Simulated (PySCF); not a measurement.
Compound: AsFH6Si2.
Bonds: F1–Si2, Si2–As3, As3–Si4. Hydrogens: H5, H6 on Si2; H7 on As3; H8, H9, H10 on Si4.

Torsions of this conformer, `[F:1][SiH2:2][AsH:3][SiH3:4]`: F1–Si2–As3–Si4 -79°.

The closed-shell ground state was solved at several levels (PySCF, density fitting, gas phase). The structure is a single PBE0-D3(BJ)/def2-SVP conformer in the gas phase; no vibrational or solvent corrections. The calculation is non-relativistic and has no spin–orbit coupling, an omission that weighs most on arsenic.

```csv
level,basis functions,total energy (Eh),HOMO (eV),LUMO (eV),gap (eV),dipole (D)
PBE0/pcSseg-1,136,-2917.4952,-7.67,-0.40,7.27,1.74
B3LYP/def2-SVPD,157,-2917.9349,-7.39,-0.70,6.69,1.60
```

What might mPW1PW91/pcSseg-2 (269 basis functions) give for the same quantities?

Total energy -2918.6803 Eh, HOMO -7.64 eV, LUMO -0.55 eV, gap 7.09 eV, dipole 1.64 D.

Over all these levels, which gives the widest orbital gap and which the narrowest?

PBE0/pcSseg-1 (global hybrid, 25 % exact exchange) has the widest, 7.27 eV, and B3LYP/def2-SVPD (global hybrid, 20 % exact exchange) the narrowest, 6.69 eV. Functional and basis both differ between the two, so the spread mixes both effects.

How far do the dipole and the HOMO energy spread over the levels?

The dipole runs from 1.60 to 1.74 D (mean 1.66 D) and the HOMO from -7.67 to -7.39 eV.
